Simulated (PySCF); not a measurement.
PySCF 2.14 output of an unrestricted BLYP calculation on a single atom or ion in x2c-TZVPPall, with scalar relativity by spin-free X2C-1e:

```
SCF conv_tol = 1e-09
number electrons alpha = 39  beta = 34
    A. D. Becke.,  Phys. Rev. A 38, 3098 (1988)
    C. Lee, W. Yang, and R. G. Parr.,  Phys. Rev. B 37, 785 (1988)
    B. Miehlich, A. Savin, H. Stoll, and H. Preuss.,  Chem. Phys. Lett. 157, 200 (1989)
cycle= 1 E= -16693.2582805045  delta_E= -0.0306  |g|= 0.326  |ddm|= 0.365
cycle= 2 E= -16693.2556855059  delta_E= 0.00259  |g|= 0.358  |ddm|= 0.256
cycle= 3 E= -16693.2664556948  delta_E= -0.0108  |g|= 0.00823  |ddm|= 0.148
cycle= 4 E= -16693.2664708328  delta_E= -1.51e-05  |g|= 0.000765  |ddm|= 0.00784
cycle= 5 E= -16693.2664709144  delta_E= -8.16e-08  |g|= 4.05e-05  |ddm|= 0.000454
cycle= 6 E= -16693.2664709146  delta_E= -2.04e-10  |g|= 2.1e-06  |ddm|= 2.37e-05
converged SCF energy = -16693.2664709146  <S^2> = 8.75076  2S+1 = 6.0002533
```

The run itself started from symmetry-adapted Hartree-Fock orbitals and held the occupation by maximum overlap, on a logarithmic radial grid, so the iterations belong to that start.

Task: Which element, charge and spin multiplicity is this?

Result: Re²⁺ (rhenium, charge +2), multiplicity 6; the state was [Xe] 4f14 5d4 6p1, one real determinant (an excited configuration).

⟨L²⟩ = 8.00 against 12 for a pure F term, so this real determinant mixes terms. Spin-orbit coupling, absent here, splits the open shell strongly.
